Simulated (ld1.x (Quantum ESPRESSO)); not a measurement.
## Cr: excitation energies, all-electron against PAW

- Element: Cr (Z = 24)
- Generator: ld1.x (Quantum ESPRESSO) 7.5
- Type: PAW
- Functional: PBE
- Relativity: fully relativistic
- Frozen core: [Ne]
- Valence charge: 14
- Reference configuration: 3s2 3p6 3d5 4s1 4p0
- Partial waves: 3s (bound): rcut 1.20, rcutus 1.45 bohr; 4s (bound): rcut 1.20, rcutus 1.45 bohr; 3p (bound): rcut 1.35, rcutus 1.40 bohr; 4p (bound, empty): rcut 1.35, rcutus 1.40 bohr; 3d (bound): rcut 2.05, rcutus 2.40 bohr; 3d channel at 0.15 Ry: rcut 2.05, rcutus 2.40 bohr
- Local potential: all-electron potential smoothed inside 1.60 bohr (lloc = -1)
- Core correction: Bessel-smoothed model core inside 1.30 bohr
- Augmentation charge: PSQ, inside the norm-conserving radii

Open shells are filled in proportion to 2j + 1 (rel_dist='average').

Energies are relative to the spin-unpolarised reference configuration 3s2 3p6 3d5 4s1 4p0; without spin polarisation the order of configurations can differ from experiment.

```csv
valence configuration,charge,ΔE all-electron (eV),error AE − PS (meV)
3s2 3p6 3d4 4s0 4p0,+2,22.953,-6.5
3s2 3p6 3d3 4s0 4p0,+3,53.702,-100
3s1 3p6 3d5 4s1 4p0,+1,80.248,-48
3s2 3p6 3d4 4s2 4p0,0,-0.100,-16
3s2 3p5 3d5 4s1 4p0,+1,51.519,-36
3s2 3p6 3d5 4s0 4p1,0,3.121,-0.9
```

What are ΔE and the potential's error for 3s2 3p6 3d5 4s0 4p0?

ΔE = 6.901 eV all-electron; the error (AE − PS) is -2.9 meV.

The ghost test of this file was not conclusive.
